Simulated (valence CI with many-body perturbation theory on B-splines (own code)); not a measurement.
# Basis-set convergence for Tc38+

Calculated by configuration interaction combined with many-body perturbation theory (CI+MBPT): three valence electrons over a frozen Dirac-Fock core [He], radial functions for each j: 9 s, 9 p, 8 d, 6 f, 3 g, 1 h, with the one-electron correlation potential Σ1 (screened to all orders), the two-electron term Σ2, the three-electron term Σ3, Breit, model QED; selected single and double excitations, second order for the rest, scaled by the run's own slope (own B-spline code, finite nucleus).

No measured spectrum was set against this ion. As an estimate, large intervals hold to a few tenths of a per cent, small ones and those within an open d or f shell to about a per cent.

The reference run has the lowest level (2s^2 2p1/2) J=1/2 and an ionisation energy of 5572.01 eV. Its largest variational space holds 10986 state functions.

Levels are named by their leading jj configuration (3d3/2^4 stands for four electrons in 3d with j = 3/2), which in mixed levels can hold well under half, so a name can repeat and another be missing. Letters in brackets count levels of one name in rising energy.

Changed runs:
A. basis 6 s, 6 p, 5 d, 3 f, 1 g
B. basis 5 s, 5 p, 4 d, 2 f

Excitation energies of the reference run in cm⁻¹, and shifts in cm⁻¹:

```csv
Level,Reference,A,B
(2s 2p1/2^2) J=1/2,929006,-81,-199
(2s^2 2p3/2) J=3/2,1067960,-20,-42
(2s 2p1/2 2p3/2) J=3/2 [a],1730890,-177,-492
(2s 2p1/2 2p3/2) J=5/2,1924430,-39,-126
(2s 2p1/2 2p3/2) J=3/2 [b],2242940,+94,+344
(2s 2p1/2 2p3/2) J=1/2,2281470,+55,+263
(2s 2p3/2^2) J=5/2,2951640,-47,-90
(2p1/2^2 2p3/2) J=3/2,3284910,-2.2,+92
(2s 2p3/2^2) J=1/2,3403770,+66,+374
(2s 2p3/2^2) J=3/2,3413340,+78,+346
(2p1/2 2p3/2^2) J=3/2,4174810,-82,-152
(2p1/2 2p3/2^2) J=5/2,4302720,+71,+265
Ionisation energy (eV),5572.01,-0.015,-0.06
```
